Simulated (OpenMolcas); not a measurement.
# 4f12 along the 66-electron sequence

- Program: OpenMolcas 26.06
- Method: CASSCF
- Basis: ANO-RCC-VTZP
- Scalar Hamiltonian: DKH2, point nucleus
- Spin-orbit coupling: state interaction with AMFI integrals over the reference wave functions, term energies averaged over their components

Active space for each ion: 12 electrons in 7 orbitals (4f).

Computed levels in cm-1 above 3H6:

| Level | Er2+ | Tm3+ | Yb4+ |
| --- | --- | --- | --- |
| 3F4 | 6271 | 6822 | 7311 |
| 3H5 | 7071 | 8304 | 9630 |
| 3H4 | 11552 | 13303 | 15132 |
| 3F3 | 14442 | 16324 | 18241 |
| 3F2 | 15790 | 17694 | 19563 |
| 1G4 | 19099 | 21947 | 24937 |
| 1D2 | 31234 | 34488 | 37625 |
| 1I6 | 37553 | 41469 | 45231 |
| 3P1 | 41470 | 45729 | 49817 |
| weight of 3H in the lowest level (%) | 99 | 99 | 99 |

Mixed levels, with the weight of the term that names them: Er2+ 3F4 (51 %), Er2+ 3H4 (60 %), Er2+ 1G4 (60 %), Er2+ 1D2 (65 %), Tm3+ 3F4 (53 %), Tm3+ 3H4 (59 %), Tm3+ 1G4 (58 %), Tm3+ 1D2 (60 %), Yb4+ 3F4 (55 %), Yb4+ 3H4 (57 %), Yb4+ 1G4 (56 %), Yb4+ 1D2 (56 %).

Measured, with the error of the calculation in %. Measured levels: Er2+ from Martin, Zalubas and Hagan, Atomic Energy Levels: The Rare-Earth Elements, NSRDS-NBS 60 (1978); the list in Deprince et al., Eur. Phys. J. D 78, 105 (2024); Tm3+, Yb4+ from the list in Tchang-Brillet, Wyart, Meftah and Ait Mammar, Atoms 6, 52 (2018).

```tsv
Level	Er2+	Tm3+	Yb4+
3H5	6970 (+1.4)	8217 (+1.1)	9580 (+0.5)
3H4	10785 (+7.1)	12547 (+6.0)	14405 (+5.0)
3F3	12473 (+15.8)	14410 (+13.3)	16372 (+11.4)
3F2	13220 (+19.4)	15090 (+17.3)	16877 (+15.9)
1G4	18384 (+3.9)	21174 (+3.6)	24193 (+3.1)
1I6		35329 (+17.4)	39038 (+15.9)
```

The fine-structure level 3H4 changes by a factor of 1.31 from Er2+ to Yb4+. Its fourth root runs 10.37, 10.74, 11.09, with steps per unit of Z of 0.37, 0.35; equal steps would mean a (Z - σ)^4 law with constant σ.

3F4 changes by a factor of 1.17 over the same range, with steps per unit of Z of +551, +489 cm-1.

Some high roots are left out of the spin-orbit mixing, which shifts the levels that they would mix with. Without dynamic correlation excited terms often stand tens of per cent too high (terms of higher spin than the ground term too low), and those without a measured partner can miss by more than the paired ones. Computed and measured levels are paired by configuration, term and J; levels that our copy of the source lacks, or whose pairing is in doubt (as where it misses far off the trend of its configuration), stay unpaired and out of the deviations. Levels of configurations outside the active space are missing.
